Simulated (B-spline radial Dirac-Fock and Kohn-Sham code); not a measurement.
Model: multi-electron Dirac-Fock with separately optimised hole states, Breit and Lamb-shift corrections added in first order. Program: a B-spline atomic structure program. No correlation.

**Question.** An atom or ion in its tabulated ground configuration has these computed binding energies (the last is its least bound level). Which is it?

```csv
level,binding energy (eV)
1s,61552.5
2s,10717.0
2p1/2,10200.9
2p3/2,9165.6
3s,2624.9
3p3/2,2175.9
4f,214.9
```

**Answer.** Yb¹¹⁺: Z = 70 with 59 electrons, [Kr] 4d10 4f11 5s2. The hydrogen-like estimate √(E/Ry) = 67.3 for the K level lies 2.7 below Z (screening lowers it, relativity raises it); the outermost level, at 214.9 eV, fixes the charge.

**Question.** An atom or ion in its tabulated ground configuration has these computed binding energies (the last is its least bound level). Which is it?

```
level  binding energy (eV)
   1s               5129.4
   2s                721.3
2p3/2                613.9
   3s                192.3
   3p                165.4
```

**Answer.** Ti⁷⁺: Z = 22 with 15 electrons, [Ne] 3s2 3p3. The hydrogen-like estimate √(E/Ry) = 19.4 for the K level lies 2.6 below Z; the outermost level, at 165.4 eV, fixes the charge.
